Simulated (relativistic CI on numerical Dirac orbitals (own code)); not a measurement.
**Electric-dipole lines of Mn10+**

Calculated at this level of theory: Dirac-Coulomb-Breit CI, separate exchange-only KLI orbitals for each configuration, QED by a radiative potential, unscaled Slater integrals (own radial code, finite nucleus).

CI space (outside the closed core [Ne]): 3s2 3p3, 3s 3p4, 3s2 3p2 3d, 3p5, 3s 3p3 3d, 3p4 3d, 3s 3p2 3d2, 3s2 3p2 4s, 3s2 3p2 4p, 3s2 3p 3d 4p, 3p4 4s, 3p4 4p, 3s2 3p2 4d, 3s 3p2 3d 4s, 3s 3p3 4s, 3s2 3p2 4f, 3s 3p3 4p, 3s2 3p2 5s, 3s 3p3 4d, 3p3 3d 4p, 3s2 3p2 5p, 3s 3p3 4f, 3s2 3p 4s 4p, 3s2 3p2 5d, 3s2 3p2 5f, 3s2 3p2 5g, 3s 3p2 4s2, 3s2 3p2 6s, 3s2 3p2 6p, 3s2 3p 3d2, 3s2 3d3, 3s 3p 3d3, 3s2 3d2 4s, 3s2 3d2 4p, 3s2 3d2 4d, 3p3 3d2, 3p2 3d3, 3p2 3d2 4s, 3p2 3d2 4p, 3p2 3d2 4d, 3s2 3p 3d 4s, 3s 3p 3d2 4s, 3s2 3d 4s2, 3s2 3d 4s 4p, 3s2 3d 4s 4d, 3s 3p2 3d 4p, 3s 3p 3d2 4p, 3s 3p 3d 4s 4p, 3s 3p 3d 4p2, 3s 3p 3d 4p 4d, 3p3 3d 4s, 3p2 3d 4s2, 3p2 3d 4s 4p, 3p2 3d 4s 4d, 3s2 3p 4s2, 3s 3p 3d 4s2, 3s2 4s2 4p, 3s2 4s2 4d, 3s2 3p 4p2, 3s2 3d 4p2, 3s2 4s 4p2, 3s2 4p3, 3s2 4p2 4d. Double excitations out of closed p, d and f shells are left out; levels of such configurations are missing from the list, as are those of other unlisted configurations, and high levels can miss mixing partners. These lack a partner that the ground configuration has and come out too high: 3s2 3p2 4f, 3s2 3p2 5s, 3s 3p3 4d, 3s2 3p2 5p, 3s 3p3 4f.

```tsv
λ vac (nm)	Lower	Upper	A (s⁻¹)	log gf	S velocity/length
19.641	3s2 3p3 2D°_3/2 [2]	3s2 3p2 3d 2F_5/2 [37]	9.98e+10	0.54	1.00
19.646	3s2 3p3 2D°_5/2 [3]	3s2 3p2 3d 2F_7/2 [39]	1.06e+11	0.69	1.01
19.678	3s 3p4 4P_5/2 [6]	3s 3p3 3d 4D°_7/2 [85]	7.45e+10	0.54	0.98
19.737	3s 3p4 2D_5/2 [10]	3s 3p3 3d 2F°_7/2 [103]	6.49e+10	0.48	1.01
19.815	3s2 3p3 2P°_1/2 [4]	3s2 3p2 3d 2D_3/2 [41]	7.24e+10	0.23	0.99
19.861	3s 3p4 4P_3/2 [7]	3s 3p3 3d 4D°_5/2 [86]	5.07e+10	0.25	0.98
20.061	3s2 3p3 2P°_3/2 [5]	3s2 3p2 3d 2D_5/2 [40]	9.08e+10	0.52	0.99
20.332	3s2 3p3 4S°_3/2 [1]	3s2 3p2 3d 4P_1/2 [30]	8.60e+10	0.03	0.98
20.427	3s2 3p3 4S°_3/2 [1]	3s2 3p2 3d 4P_3/2 [29]	8.71e+10	0.34	0.98
20.443	3s2 3p2 3d 4F_9/2 [17]	3s2 3p 3d2 4F°_9/2 [130]	6.98e+10	0.64	0.91
20.556	3s 3p4 4P_5/2 [6]	3s 3p3 3d 4P°_5/2 [78]	4.29e+10	0.21	1.00
20.575	3s 3p4 4P_5/2 [6]	3s 3p3 3d 4P°_3/2 [77]	6.08e+10	0.19	0.90
20.583	3s2 3p3 4S°_3/2 [1]	3s2 3p2 3d 4P_5/2 [27]	8.46e+10	0.51	0.98
20.641	3s2 3p3 2D°_3/2 [2]	3s2 3p2 3d 2D_3/2 [33]	5.74e+10	0.17	0.99
20.777	3s2 3p3 2D°_5/2 [3]	3s2 3p2 3d 2D_5/2 [34]	4.65e+10	0.26	0.99
21.067	3s2 3p3 2P°_3/2 [5]	3s2 3p2 3d 2P_3/2 [38]	5.31e+10	0.15	0.91
21.951	3s2 3p2 3d 4P_5/2 [27]	3s2 3p 3d2 4D°_7/2 [139]	7.74e+10	0.65	0.94
21.968	3s2 3p2 3d 2G_9/2 [25]	3s2 3p 3d2 2G°_9/2 [136]	5.38e+10	0.59	0.97
22.118	3s2 3p2 3d 2F_7/2 [39]	3s2 3p 3d2 2G°_9/2 [177]	9.12e+10	0.83	0.97
23.152	3s2 3p3 2D°_5/2 [3]	3s2 3p2 3d 2P_3/2 [26]	4.57e+10	0.17	0.93
```

Terms are leading LS components. Brackets give the number of a level in order of energy, since labels repeat. The list gives strong lines, with weight on those to low levels, among the lowest 400 of 7420 levels, so that lines to higher ones, which can be the strongest, are missing. Levels whose partners in the same complex of configurations lie outside the list can be far off, and so can their lines. Rates are taken at the computed energies, electric ones in the length gauge. A velocity-to-length ratio far from 1 marks an uncertain rate.

At this charge energies of transitions that change n are usually good to better than 1 %, and those within a shell (Δn = 0) to a few per cent.

LS names give the leading component of a level, which can be under half, so a name can repeat, a term be missing and a line seem to break the LS rules.
